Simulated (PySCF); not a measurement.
## Electron correlation in F⁺ (fluorine, charge +1)

[He] 2s2 2p4, high-spin 3P determinant. Computed with PySCF 2.14 in aug-cc-pVDZ (4s3p2d, 23 functions), with the non-relativistic Hamiltonian (point nucleus). Frozen: 1s2; 6 electrons correlated.

MP2 pair energies summed by pair of shells (mhartree):

```json
{"pair": "2p-2p", "energy": "-49.44", "share (%)": "47.9"}
{"pair": "2s-2p", "energy": "-46.19", "share (%)": "44.8"}
{"pair": "2s-2s", "energy": "-7.54", "share (%)": "7.3"}
```

Total MP2 correlation energy: -103.17 mhartree.

Same-spin part -25.30 and opposite-spin part -77.87 mhartree; SCS-MP2 scales them by 1/3 and 6/5 to -101.88 mhartree.

```
  level  correlation energy (mhartree)
   CCSD                        -118.22
    (T)                          -1.22
CCSD(T)                        -119.44
```

Diagnostics: T1 = 0.0053, D1 = 0.0090, largest double amplitude 0.035.

Cost of the coupled-cluster step: 0.18 s of wall time on 1 thread of Neoverse-V1 (shared host), for 6 correlated electrons.
